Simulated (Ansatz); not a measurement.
Calculated with Ansatz (gas phase, PBE0-D4/def2-TZVP geometries, no zero-point term in ΔE). CCSD(T)/CBS adds triple-zeta CCSD(T) − MP2 to the extrapolated MP2 energy (def2 sets, frozen cores). Functionals use def2-TZVPP. For Br outer-core shells are correlated without core-valence functions, which leaves a few kJ/mol of doubt a bond. Scalar relativity is left out up to krypton. One conformer a species, not always the lowest.

Reaction (formal exchange of groups at the Al–N bond): `C[NH][Al]([OH])[F]` + `CC(=O)Br` → `[OH][Al]([F])[Br]` + `CNC(C)=O`

`C[NH][Al]([OH])[F]`:

Z-matrix (Å, degrees):
```
C
N 1 1.449
H 1 1.096 2 112.2
H 1 1.092 2 109.9 3 119.2
H 1 1.096 2 112.2 3 -121.6
Al 2 1.752 1 127.6 3 -119.3
H 2 1.008 1 112.6 3 60.7
F 6 1.650 2 119.5 1 -180.0
O 6 1.687 2 119.4 1 0.0
H 9 0.955 6 124.0 2 -180.0
```

`CC(=O)Br`:

Cartesian coordinates in Å:
```
C 0.385 -0.539 0.244
C -0.611 0.391 -0.360
O -1.622 0.126 -0.899
Br -0.054 2.278 -0.166
H 0.045 -1.566 0.116
H 0.505 -0.301 1.302
H 1.353 -0.390 -0.236
```

`[OH][Al]([F])[Br]`:

Cartesian coordinates in Å:
```
O 0.330 -1.025 0.766
Al -0.209 0.396 0.059
F -0.968 1.492 1.005
Br 0.066 0.851 -2.110
H 0.782 -1.714 0.281
```

`CNC(C)=O`:

```xyz
12

C    -0.213   -1.858    0.322
N     0.339   -0.545    0.117
C    -0.435    0.543   -0.124
C     0.314    1.839   -0.313
O    -1.647    0.491   -0.186
H    -1.296   -1.773    0.233
H     0.031   -2.243    1.316
H     0.150   -2.565   -0.429
H     1.335   -0.423    0.156
H    -0.035    2.552    0.435
H     0.062    2.244   -1.294
H     1.397    1.739   -0.234
```

```json
{"level": "ωB97X-V", "ΔE (kJ/mol)": "-130.2"}
{"level": "PBE", "ΔE (kJ/mol)": "-116.4"}
```

What does CCSD(T)/CBS give? (An estimate is asked.)

Computed: -123.2 kJ/mol. The listed levels differ from it by -7.0, 6.8 kJ/mol.

Largest T1 diagnostic among the species: 0.014.

In def2-TZVPP, CCSD(T) changes the Hartree–Fock value by +27.5 kJ/mol (the triples alone add +4.3 kJ/mol) and MP2 by +28.1 kJ/mol. From PBE to PBE0 (25 % exact exchange), in def2-TZVPP and without D4, ΔE moves by −14.1 kJ/mol.
